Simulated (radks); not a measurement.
Values are calculated unless marked as measured or tabulated.
All-electron atom: the tungsten ion W+ in [Xe] 4f14 5d4 6d1 (not the ground configuration). Code: a radial shooting solver on a logarithmic mesh with Libxc functionals. Model: scalar-relativistic Kohn-Sham, SCAN, spin-unpolarised, spherical densities, finite nucleus; meta-GGA in the generalised Kohn-Sham scheme; Fermi nuclear charge, rms radius 5.3658 fm.

Radial electron density D(r) = 4 pi r^2 rho(r):

```
   r/bohr * D(r) (the largest magnitude, 136, reaches the edge; | marks zero)
 0.002527 |           *
  0.00299 |              *
 0.003508 |                 *
  0.00415 |                    *
  0.00487 |                        *
 0.005761 |                            *
 0.006761 |                                *
 0.007998 |                                   *
 0.009386 |                                      *
   0.0111 |                                        *
  0.01303 |                                        *
  0.01541 |                                       *
  0.01809 |                                     *
   0.0214 |                                    *
  0.02511 |                                   *
   0.0297 |                                     *
  0.03485 |                                         *
  0.04123 |                                               *
  0.04838 |                                                    *
  0.05724 |                                                      *
  0.06717 |                                                    *
  0.07945 |                                              *
  0.09324 |                                          *
   0.1103 |                                          *
   0.1294 |                                              *
   0.1531 |                                                 *
   0.1797 |                                               *
   0.2126 |                                      *
   0.2494 |                            *
   0.2951 |                         *
   0.3463 |                           *
   0.4096 |                              *
   0.4807 |                            *
   0.5686 |                     *
   0.6673 |              *
   0.7893 |         *
   0.9263 |       *
    1.096 |     *
    1.286 |    *
    1.521 |  *
    1.785 | *
    2.112 |*
    2.478 |*
    2.931 *
     3.44 *
    4.069 *
    4.775 *
    5.649 *
    6.629 *
    7.841 *
    9.202 *
    10.89 *
    12.77 *
    15.11 *
    17.73 *
```

D(r) has 5 maxima, at r = 0.0124, 0.0563, 0.157, 0.420, 5.60 bohr, and minima at 0.0239, 0.102, 0.295, 4.70 bohr, inside which lie 1.91, 11.05, 29.85, 72.16 electrons.
